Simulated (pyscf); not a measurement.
## H₃C–CH(CH₃)–O⁻, singlet

Gas-phase minimum from PySCF at ωB97X-D3(BJ)/def2-SVPD, one conformer. 

```
C
O 1 1.3407
H 1 1.1409 2 113.50
C 1 1.5564 3 104.31 2 -123.22
H 4 1.1016 1 108.82 3 66.84
H 4 1.1044 5 107.91 1 -118.11
H 4 1.1086 5 108.91 6 -118.13
C 1 1.5564 3 104.31 2 123.22
H 8 1.1016 1 108.81 3 -66.86
H 8 1.1044 9 107.91 1 118.11
H 8 1.1086 9 108.91 10 118.13
```
Charge -1, spin multiplicity 1.

Properties at ωB97X-D3(BJ)/def2-SVPD:

| Quantity | Value |
|---|---|
| Harmonic wavenumbers, unscaled | 217, 262, 362, 436, 494, 793, 854, 886, 997, 1108, 1143, 1238, 1317, 1333, 1339, 1346, 1439, 1449, 1453, 1474, 2603, 2982, 2993, 3070, 3079, 3111, 3115 cm⁻¹ |
| Zero-point energy | 58.5 kcal/mol |
| Rotational symmetry number | 1 |
| Entropy of this conformer at 298 K and 1 atm, rigid rotor and harmonic oscillator, modes under 100 cm⁻¹ raised to 100 | 291.3 J/(mol K) |
| Dipole moment | depends on origin |

Single-point totals, which compare only within one level:

| level | total energy (hartree) |
|---|---|
| ωB97X-D3(BJ)/def2-TZVPD | -193.90440 |
| PBE/def2-TZVPD | -193.58055 |
| r²SCAN/def2-TZVPD | -193.70990 |
| B3LYP-D3(BJ)/def2-TZVPD | -193.84554 |
| PBE0-D3(BJ)/def2-TZVPD | -193.59790 |
| M06-2X/def2-TZVPD | -193.72757 |
| ωB97M-D3(BJ)/def2-TZVPD | -193.86911 |
